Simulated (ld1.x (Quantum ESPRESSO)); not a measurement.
## An all-electron radial function and its pseudo partner (Ir (Z = 77))

Columns: radius, all-electron u(r) and pseudo u(r) of the 5s shell (level -129.96 eV) of iridium in the configuration [Kr] 4d10 4f14 5s2 5p6 5d6 6s0 6p0; LDA (PZ), scalar-relativistic, TM scheme, ld1.x (Quantum ESPRESSO) 7.5.

```
r (bohr)  all-electron  pseudo
   0.095        0.1629  0.1126
   0.190        0.2180  0.2288
   0.285       -0.5439  0.3520
   0.380       -0.6066  0.4849
   0.475       -0.1444  0.6283
   0.570        0.4145  0.7783
   0.665        0.8499  0.9239
   0.760        1.1069  1.0467
   0.855        1.2080  1.1243
   0.950        1.1965  1.1396
   1.045        1.1156  1.0905
   1.140        0.9982  0.9915
   1.235        0.8673  0.8665
   1.330        0.7373  0.7373
   1.425        0.6165  0.6165
   1.520        0.5088  0.5088
   1.615        0.4156  0.4156
   1.710        0.3366  0.3366
   1.805        0.2707  0.2707
   1.900        0.2164  0.2164
   1.995        0.1722  0.1722
   2.090        0.1364  0.1364
   2.185        0.1076  0.1076
   2.280        0.0847  0.0847
   2.375        0.0664  0.0664
   2.470        0.0519  0.0519
```

Question: How many radial nodes do the two functions have?

Answer: The all-electron 5s function has n − l − 1 = 4 (the table is too coarse to show those close to the nucleus); the pseudo-wave has 0, since the states of the same l below it are removed with the core.

Question: At about which radius was the pseudo-wave matched?

Answer: 1.40 bohr, where the columns begin to agree (steps of 0.10 bohr).

Question: Is the pseudo-wave norm-conserving?

Answer: Yes: the TM scheme keeps the norm inside the radius equal to the all-electron one, which fixes the energy derivative of the logarithmic derivative at the level.
